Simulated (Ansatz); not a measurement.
C$_{2}$H$_{8}$AlNSi (`C=C[NH][AlH][SiH3]`). Charge 0, multiplicity 1.

```json
{"atom": "C1", "x (Å)": "1.132", "y (Å)": "1.730", "z (Å)": "2.224"}
{"atom": "C2", "x (Å)": "0.823", "y (Å)": "1.485", "z (Å)": "0.951"}
{"atom": "N3", "x (Å)": "0.225", "y (Å)": "0.340", "z (Å)": "0.452"}
{"atom": "Al4", "x (Å)": "-0.203", "y (Å)": "-0.020", "z (Å)": "-1.246"}
{"atom": "Si5", "x (Å)": "-1.256", "y (Å)": "-2.190", "z (Å)": "-1.677"}
{"atom": "H6", "x (Å)": "0.928", "y (Å)": "1.013", "z (Å)": "3.012"}
{"atom": "H7", "x (Å)": "1.599", "y (Å)": "2.664", "z (Å)": "2.503"}
{"atom": "H8", "x (Å)": "1.044", "y (Å)": "2.231", "z (Å)": "0.192"}
{"atom": "H9", "x (Å)": "0.032", "y (Å)": "-0.335", "z (Å)": "1.181"}
{"atom": "H10", "x (Å)": "0.149", "y (Å)": "1.112", "z (Å)": "-2.297"}
{"atom": "H11", "x (Å)": "-1.567", "y (Å)": "-2.383", "z (Å)": "-3.121"}
{"atom": "H12", "x (Å)": "-0.372", "y (Å)": "-3.315", "z (Å)": "-1.254"}
{"atom": "H13", "x (Å)": "-2.534", "y (Å)": "-2.332", "z (Å)": "-0.920"}
```

Task: What are the harmonic wavenumbers in cm⁻¹ at PBE0-D4/def2-TZVP (Ansatz, finite differences of forces, unscaled)? (Best estimate.)

Result: The calculation gave: 60i, 78, 94, 145, 207, 364, 377, 441, 461, 498, 633, 647, 731, 765, 838, 862, 938, 939, 1008, 1016, 1217, 1334, 1350, 1461, 1704, 1930, 2196, 2202, 2213, 3157, 3163, 3264, 3573.

Task: Is this a minimum?

Result: No: 1 imaginary mode, so it is a saddle point.
